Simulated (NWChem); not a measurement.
Species: C3H8Sn; SMILES C([CH2][SnH3])=C

```xyz
12

Sn     0.0743    -0.8862     0.0013
C     -0.9420     1.0321    -0.1871
C     -0.1528     2.1264     0.4358
C      0.5493     3.0588    -0.2172
H     -0.9564    -2.1543    -0.5250
H      1.4954    -0.8640    -0.9547
H      0.4947    -1.1449     1.6434
H     -1.1095     1.2044    -1.2613
H     -1.9228     0.9075     0.2985
H     -0.1379     2.1416     1.5339
H      0.5755     3.0963    -1.3114
H      1.1213     3.8189     0.3205
```
Atoms are numbered in this order, from 1.

All runs: NWChem. Medium grid unless said otherwise, to which SCAN and Minnesota functionals are sensitive. The geometry was optimised at PBE0/def2-SVP. Not confirmed as a minimum by frequencies. def2 effective core potentials on Sn; no spin-orbit coupling. Hybrids' shares of exact exchange are those that their runs print; pure functionals count as 0. The functionals differ in more than this share.

| row | share of exact exchange | highest occupied level (eV) |
|---|---|---|
| PBE/def2-SVP | 0.00 | -5.75 |
| MN15-L/def2-SVP | 0.00 | -6.03 |
| TPSSh/def2-SVP | 0.10 | withheld |
| B3LYP/def2-SVP | 0.20 | -6.58 |
| PBE0/def2-SVP | 0.25 | -6.82 |
| M05-2X/def2-SVP | 0.56 | -7.95 |

Fit a straight line of the last column on the one before it, predict the withheld value, and compare with the run.


1. Means of the 5 shown rows: x = 0.202, y = -6.626. Slope Σ(x − x̄)(y − ȳ)/Σ(x − x̄)² = -0.7807/0.2121 = -3.681; intercept -5.882.
2. The shown rows scatter about the line by 0.091 (root mean square); the largest residual is -0.15, at MN15-L/def2-SVP.
3. At x = 0.10 (TPSSh/def2-SVP; inside the shown range) the line gives -6.25.
4. The run gives -6.21, +0.04 from the line, 0.4 times the scatter.
